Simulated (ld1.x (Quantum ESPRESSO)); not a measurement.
rhodium: excitation energies, all-electron against TM semilocal

- Element: Rh
- Generator: ld1.x (Quantum ESPRESSO) 7.5
- Type: norm-conserving Troullier–Martins (semilocal form)
- Functional: PBEsol
- Relativity: scalar-relativistic
- Frozen core: [Ar] 3d10 4s2
- Valence charge: 15
- Reference configuration: 4p6 4d8 5s1 5p0
- Partial waves: 4p (bound): rc 1.45 bohr; 4d (bound): rc 1.40 bohr; 4f channel at 0.1 Ry: rc 1.70 bohr; 5s (bound): rc 1.95 bohr
- Local potential: the s channel
- Core correction: a·sin(br)/r model core, default radius (core density twice the valence density)

Energies are relative to the spin-unpolarised reference configuration 4p6 4d8 5s1 5p0; without spin polarisation the order of configurations can differ from experiment. The frozen-core shift is the all-electron ΔE with the core orbitals held at their reference shape minus the fully relaxed ΔE.

```json
{"valence configuration": "4p6 4d8 5s0 5p0", "charge": "+1", "ΔE all-electron (eV)": "7.462", "error AE − PS (meV)": "-7.5", "frozen-core shift (meV)": "+2.2"}
{"valence configuration": "4p6 4d7 5s0 5p0", "charge": "+2", "ΔE all-electron (eV)": "26.971", "error AE − PS (meV)": "-1.1", "frozen-core shift (meV)": "+4.5"}
{"valence configuration": "4p6 4d6 5s0 5p0", "charge": "+3", "ΔE all-electron (eV)": "59.464", "error AE − PS (meV)": "-5.4", "frozen-core shift (meV)": "+33"}
{"valence configuration": "4p6 4d8 5s0.5 5p0", "charge": "+0.5", "ΔE all-electron (eV)": "2.928", "error AE − PS (meV)": "-1.7", "frozen-core shift (meV)": "+0.8"}
{"valence configuration": "4p5 4d8 5s1 5p0", "charge": "+1", "ΔE all-electron (eV)": "56.595", "error AE − PS (meV)": "-37", "frozen-core shift (meV)": "+45"}
{"valence configuration": "4p6 4d8.5 5s0.5 5p0", "charge": "0", "ΔE all-electron (eV)": "-0.629", "error AE − PS (meV)": "-3.6", "frozen-core shift (meV)": "+2.4"}
```

Question: What are ΔE and the potential's error for 4p6 4d8 5s0 5p1?

Answer: ΔE = 3.665 eV all-electron; the error (AE − PS) is +38 meV.

Levels in the configuration 4p6 4d8 5s0 5p0:

```tsv
level	all-electron (eV)	pseudo (eV)
4p	-58.094	-58.061
4d	-13.587	-13.579
```
